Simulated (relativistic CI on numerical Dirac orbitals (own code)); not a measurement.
# Ba²⁸⁺: sensitivity of the levels to the model

Base calculation: Dirac-Coulomb-Breit CI, KLI orbitals optimised for each configuration, QED by a radiative potential, unscaled Slater integrals.

Configuration list (outside the closed core [Ne]): 3s²3p⁶3d¹⁰, 3s²3p⁶3d⁹4s, 3s²3p⁶3d⁹4p, 3s²3p⁶3d⁹4d, 3s²3p⁶3d⁹4f, 3s²3p⁵3d¹⁰4s, 3s²3p⁶3d⁸4s², 3s²3p⁵3d¹⁰4p, 3s²3p⁶3d⁸4s4p, 3s²3p⁶3d⁹5s, 3s²3p⁶3d⁸4p², 3s²3p⁵3d¹⁰4d, 3s²3p⁶3d⁹5p, 3s²3p⁶3d⁸4s4d, 3s3p⁶3d¹⁰4s, 3s²3p⁶3d⁹5d. Levels of other configurations are missing.

Variants: (1) valence Slater integrals scaled by 0.9; (2) configuration mixing switched off. Shifts of the energy above 3s²3p⁶3d¹⁰ ¹S0, in eV, for the lowest level and the first level of each name with at least 55 % of one term (blank where a level changes its place among those of its configuration and J or its character, or is not in the variant):

```
           Level     Base    Δ(1)    Δ(2)
  3s²3p⁶3d¹⁰ ¹S0    0.000   0.000   0.000
 3s²3p⁶3d⁹4s ³D3  669.288  +0.095  +0.228
 3s²3p⁶3d⁹4s ³D1  685.617  +0.087  +0.217
3s²3p⁶3d⁹4p ³P°2  726.080  +0.203  +0.326
3s²3p⁶3d⁹4p ³F°2  742.614  +0.133  +0.137
3s²3p⁶3d⁹4p ³F°4  749.042  +0.166  +0.151
3s²3p⁶3d⁹4p ¹D°2  750.662  -0.030  +0.172
3s²3p⁶3d⁹4p ¹P°1  751.294  -0.058  +0.387
3s²3p⁶3d⁹4p ³D°3  752.416  -0.183  +0.026
3s²3p⁶3d⁹4p ³P°0  763.056  +0.423  +0.443
3s²3p⁶3d⁹4p ³D°2  768.221  -0.149  +0.046
 3s²3p⁶3d⁹4d ³S1  837.329  +0.724  +0.953
 3s²3p⁶3d⁹4d ¹P1  844.425  +0.265  +0.355
 3s²3p⁶3d⁹4d ³G5  845.158  +0.203  -0.061
 3s²3p⁶3d⁹4d ³F4  848.707  -0.144  -0.044
 3s²3p⁶3d⁹4d ³P0  851.622  +0.114  +0.303
 3s²3p⁶3d⁹4d ³G3  857.393  +0.129  -0.057
 3s²3p⁶3d⁹4d ³F2  860.930  -0.214  +0.012
 3s²3p⁶3d⁹4d ¹S0  890.806  -3.656  +4.976
3s²3p⁶3d⁹4f ³P°0  938.270  +0.660  +0.309
3s²3p⁶3d⁹4f ³P°1  939.527  +0.567  +0.291
3s²3p⁶3d⁹4f ³H°6  942.491  +0.268  -0.070
```

At this charge energies of transitions that change n are usually good to better than 1 %, and those within a shell (Δn = 0) to a few per cent.

Ionisation energy from the two ground configurations alone: base 1694.9 eV. The NIST ASD value (theoretical) is 1695 eV.

LS names give the leading component of a level, which can be under half, so a name can repeat, a term be missing and a line seem to break the LS rules.
